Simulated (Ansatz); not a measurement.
# Molecular dynamics of CH2BFN, charge -1

Input:

```yaml
crystal:
  periodic: [false, false, false]
  atoms:
    - { symbol: C, position_ang: [0.156191, 1.023592, -1.07191] }
    - { symbol: "N", position_ang: [0.180811, 0.137892, -0.139955] }
    - { symbol: B, position_ang: [0.669164, -0.861223, 0.800735] }
    - { symbol: F, position_ang: [0.209994, -2.12608, 0.468373] }
    - { symbol: H, position_ang: [-0.782112, 1.635348, -0.986151] }
    - { symbol: H, position_ang: [-0.434049, 0.190461, 0.928908] }
total_charge: -1
basis:
  gaussian: { orbitals: def2-SVP }
hamiltonian:
  xc: b3lyp
md:
  timestep: 0.5
  n_steps: 200
  ensemble: nve
  temperature: 300.0
  initial_velocities: maxwell_boltzmann
  seed: 6893
```

Command:

```bash
$ ansatz run input.yaml --threads 1 --pin off --max-ram 2048MiB --backend cpu --events-out ev --progress --plain --runs-dir out
```

It starts at the highest image of a converged band. Of that band: Neighbouring images differ by up to 1.7 eV, so the band resolves the path poorly. A vibrational analysis at the climbing image gives one clearly imaginary mode, 1209i cm⁻¹: a first-order saddle point.

Output, in part (one step line in 7, the closing report, with atoms numbered from 0):

```
md step     0: t =     0.00 fs  T =   300.0 K  F+E_penalty+E_count = -5945.63064712 eV  E_kin = 0.155112 eV  conserved = -5945.47553512 eV  (25 SCF iters)
md step     7: t =     3.50 fs  T =   200.8 K  F+E_penalty+E_count = -5945.57910734 eV  E_kin = 0.103802 eV  conserved = -5945.47530569 eV  (31 SCF iters)
md step    14: t =     7.00 fs  T =   132.7 K  F+E_penalty+E_count = -5945.54386736 eV  E_kin = 0.068629 eV  conserved = -5945.47523847 eV  (25 SCF iters)
md step    21: t =    10.50 fs  T =   190.7 K  F+E_penalty+E_count = -5945.57401284 eV  E_kin = 0.098624 eV  conserved = -5945.47538909 eV  (30 SCF iters)
md step    28: t =    14.00 fs  T =   243.1 K  F+E_penalty+E_count = -5945.60101745 eV  E_kin = 0.125685 eV  conserved = -5945.47533280 eV  (30 SCF iters)
md step    35: t =    17.50 fs  T =   297.7 K  F+E_penalty+E_count = -5945.62936924 eV  E_kin = 0.153943 eV  conserved = -5945.47542594 eV  (26 SCF iters)
md step    42: t =    21.00 fs  T =   335.4 K  F+E_penalty+E_count = -5945.64878652 eV  E_kin = 0.173411 eV  conserved = -5945.47537564 eV  (30 SCF iters)
md step    49: t =    24.50 fs  T =   404.0 K  F+E_penalty+E_count = -5945.68420084 eV  E_kin = 0.208904 eV  conserved = -5945.47529641 eV  (30 SCF iters)
md step    56: t =    28.00 fs  T =   572.5 K  F+E_penalty+E_count = -5945.77153023 eV  E_kin = 0.296024 eV  conserved = -5945.47550669 eV  (28 SCF iters)
md step    63: t =    31.50 fs  T =   767.8 K  F+E_penalty+E_count = -5945.87249454 eV  E_kin = 0.396997 eV  conserved = -5945.47549710 eV  (30 SCF iters)
md step    70: t =    35.00 fs  T =   839.1 K  F+E_penalty+E_count = -5945.90942063 eV  E_kin = 0.433864 eV  conserved = -5945.47555633 eV  (30 SCF iters)
md step    77: t =    38.50 fs  T =   739.2 K  F+E_penalty+E_count = -5945.85754097 eV  E_kin = 0.382190 eV  conserved = -5945.47535103 eV  (30 SCF iters)
md step    84: t =    42.00 fs  T =   756.9 K  F+E_penalty+E_count = -5945.86665196 eV  E_kin = 0.391333 eV  conserved = -5945.47531903 eV  (29 SCF iters)
md step    91: t =    45.50 fs  T =   861.9 K  F+E_penalty+E_count = -5945.92121209 eV  E_kin = 0.445634 eV  conserved = -5945.47557858 eV  (29 SCF iters)
md step    98: t =    49.00 fs  T =   760.4 K  F+E_penalty+E_count = -5945.86860784 eV  E_kin = 0.393172 eV  conserved = -5945.47543580 eV  (29 SCF iters)
md step   105: t =    52.50 fs  T =   616.2 K  F+E_penalty+E_count = -5945.79397291 eV  E_kin = 0.318604 eV  conserved = -5945.47536916 eV  (30 SCF iters)
md step   112: t =    56.00 fs  T =   584.6 K  F+E_penalty+E_count = -5945.77753562 eV  E_kin = 0.302261 eV  conserved = -5945.47527440 eV  (30 SCF iters)
md step   119: t =    59.50 fs  T =   605.0 K  F+E_penalty+E_count = -5945.78845238 eV  E_kin = 0.312786 eV  conserved = -5945.47566661 eV  (30 SCF iters)
md step   126: t =    63.00 fs  T =   417.1 K  F+E_penalty+E_count = -5945.69106915 eV  E_kin = 0.215677 eV  conserved = -5945.47539174 eV  (30 SCF iters)
md step   133: t =    66.50 fs  T =   214.9 K  F+E_penalty+E_count = -5945.58633389 eV  E_kin = 0.111112 eV  conserved = -5945.47522212 eV  (31 SCF iters)
md step   140: t =    70.00 fs  T =   182.1 K  F+E_penalty+E_count = -5945.56961330 eV  E_kin = 0.094169 eV  conserved = -5945.47544417 eV  (31 SCF iters)
md step   147: t =    73.50 fs  T =   237.6 K  F+E_penalty+E_count = -5945.59815525 eV  E_kin = 0.122853 eV  conserved = -5945.47530192 eV  (31 SCF iters)
md step   154: t =    77.00 fs  T =   351.8 K  F+E_penalty+E_count = -5945.65738601 eV  E_kin = 0.181876 eV  conserved = -5945.47550974 eV  (30 SCF iters)
md step   161: t =    80.50 fs  T =   405.2 K  F+E_penalty+E_count = -5945.68491192 eV  E_kin = 0.209481 eV  conserved = -5945.47543058 eV  (27 SCF iters)
md step   168: t =    84.00 fs  T =   523.1 K  F+E_penalty+E_count = -5945.74585235 eV  E_kin = 0.270439 eV  conserved = -5945.47541289 eV  (30 SCF iters)
md step   175: t =    87.50 fs  T =   698.2 K  F+E_penalty+E_count = -5945.83632003 eV  E_kin = 0.360980 eV  conserved = -5945.47533958 eV  (27 SCF iters)
md step   182: t =    91.00 fs  T =   854.8 K  F+E_penalty+E_count = -5945.91772741 eV  E_kin = 0.441982 eV  conserved = -5945.47574523 eV  (30 SCF iters)
md step   189: t =    94.50 fs  T =   740.7 K  F+E_penalty+E_count = -5945.85833953 eV  E_kin = 0.382968 eV  conserved = -5945.47537154 eV  (30 SCF iters)
md step   196: t =    98.00 fs  T =   621.6 K  F+E_penalty+E_count = -5945.79673414 eV  E_kin = 0.321391 eV  conserved = -5945.47534303 eV  (29 SCF iters)
md step   200: t =   100.00 fs  T =   595.6 K  F+E_penalty+E_count = -5945.78306608 eV  E_kin = 0.307947 eV  conserved = -5945.47511958 eV  (26 SCF iters)
Total energy: -5945.78328041 eV, -218.5035053585 hartree
Atom 0 at     0.255210     0.860083    -1.044068 Å, force     1.792802     0.071549     0.647438 eV/Å
Atom 1 at    -0.019210     0.197378     0.050328 Å, force     0.633191    -0.309598    -0.612225 eV/Å
Atom 2 at     0.978779    -0.928310     0.757103 Å, force    -1.078181     0.248060    -0.798516 eV/Å
Atom 3 at     0.137590    -1.994856     0.400463 Å, force     0.577931    -0.214902     0.540173 eV/Å
Atom 4 at    -0.599548     1.298149    -1.582652 Å, force    -1.219811    -0.088345     0.115549 eV/Å
Atom 5 at    -0.972765    -0.104423     0.297373 Å, force    -0.705933     0.293235     0.107581 eV/Å
Dipole moment:    -1.108935    -0.121107    -0.158089 e Å
```

All steps were run. The conserved energy stayed within 0.077 meV per atom of its start (net change 0.069 meV per atom), so the integration is sound. The system heated up, since it started high on the potential surface and ran downhill. A run of 0.1 ps of so small a system gives no equilibrium averages. The orbitals stay closed-shell, which can raise the energy where a bond breaks towards radicals; this wasn't checked here. Limits of this set-up: an anion without diffuse functions, the dipole of an ion depends on the origin.

The step under study would form N2–H6 and break B3–H6. These pairs go: N2–H6 1.23 → 1.03 Å, B3–H6 1.53 → 2.17 Å. In the last frame they stand as after the step (other bonds may differ from the relaxed reactants and products). It ends as one piece, CH2BFN (total charge -1). Pairs count as bonded within 1.25 times the sum of covalent radii (0.12 Å more for H–H).

Last frame:

```xyz
6
Properties=species:S:1:pos:R:3
C 0.255 0.860 -1.044
N -0.019 0.197 0.050
B 0.979 -0.928 0.757
F 0.138 -1.995 0.401
H -0.600 1.298 -1.583
H -0.973 -0.104 0.297
```

The run took 5.5 min on 1 thread of Arm Neoverse V1, with other jobs on the host, peak memory 0.11 GiB.
